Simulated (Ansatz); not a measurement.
BrCl$_{2}$FZr (`[F][Zr]([Cl])([Cl])[Br]`), relaxed with RKS PBE0-D4/def2-TZVP in the Gaussian-basis code of Ansatz from a PBE-D4/def2-SVP geometry. The force threshold is 0.005 eV/Å; the program also tests the step.

The species carries charge 0 and has multiplicity 1. Zr: def2 effective core potential.

Start:

```xyz
5

F    -0.407    0.358   -1.913
Zr   -0.019    0.046   -0.086
Cl    2.034    1.032    0.449
Cl   -1.713    0.973    1.234
Br    0.104   -2.409    0.316
```

(1) How much energy does the relaxation release, and in how many steps? (Best estimate.)

(2) Which bonds change most? (An estimate is asked.)

(3) Give the relaxed structure. (Best estimate.)

Results:

(1) Ansatz gave: 1.15 kJ/mol, in 4 steps.

(2) The calculation gave: Zr2–Cl3 from 2.339 to 2.321 Å; Zr2–Cl4 from 2.339 to 2.321 Å; F1–Zr2 from 1.894 to 1.876 Å; Zr2–Br5 from 2.490 to 2.479 Å.

(3) The calculation gave: 
```xyz
5

F    -0.402    0.358   -1.893
Zr   -0.018    0.043   -0.083
Cl    2.016    1.029    0.443
Cl   -1.699    0.971    1.221
Br    0.103   -2.401    0.312
```
